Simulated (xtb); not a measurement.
C₂H₇NOSi, SMILES OC/C=N/[SiH3]. All values are semi-empirical tight-binding results from xtb (GFN2-xTB unless named), good for trends rather than for accurate numbers. Geometry: GFN2-xTB. The structure was generated by enumeration; whether it is a known compound was not checked. The values are those of a single conformer.

Optimised geometry:

Bond lengths (Å): O1–C2 1.406, O1–H6 0.964, C2–C3 1.503, C2–H7 1.099, C2–H8 1.096, C3–N4 1.248, C3–H9 1.100, N4–Si5 1.719, Si5–H10 1.461, Si5–H11 1.460, Si5–H12 1.469. Angles (°): C2–O1–H6 109.2, O1–C2–C3 113.4, O1–C2–H7 111.8, O1–C2–H8 105.7, C3–C2–H7 109.7, C3–C2–H8 108.3, H7–C2–H8 107.7, C2–C3–N4 121.9, C2–C3–H9 113.8, N4–C3–H9 124.3, C3–N4–Si5 134.8, N4–Si5–H10 102.9, N4–Si5–H11 103.2, N4–Si5–H12 116.7, H10–Si5–H11 113.4, H10–Si5–H12 110.1, H11–Si5–H12 110.4.

Computed properties:
```json
{
 "orbital_gap": "2.93 eV",
 "dipole_moment": "1.27 D",
 "zero_point_energy": "52.9 kcal/mol",
 "G − E(el) at 298.15 K (modified RRHO)": "33.2 kcal/mol",
 "static polarisability (D4 model)": "67.7 bohr³",
 "solvation energy, GFN2-xTB/ALPB(water)": "-4.4 kcal/mol",
 "solvation energy, GFN2-xTB/ALPB(ether)": "-6.4 kcal/mol"
}
```

**Question.** Give the atomic charges and the Wiberg bond orders between heavy atoms. (Estimate from the structure and the level; the computed values follow.)

**Answer.** charges (e) O1 -0.43, C2 0.07, C3 0.08, N4 -0.31, Si5 0.46, H6 0.29, H7 0.05, H8 0.08, H9 0.02, H10 -0.10, H11 -0.10, H12 -0.11. Bond orders O1–C2 1.00, C2–C3 1.00, C3–N4 1.94, N4–Si5 1.09.
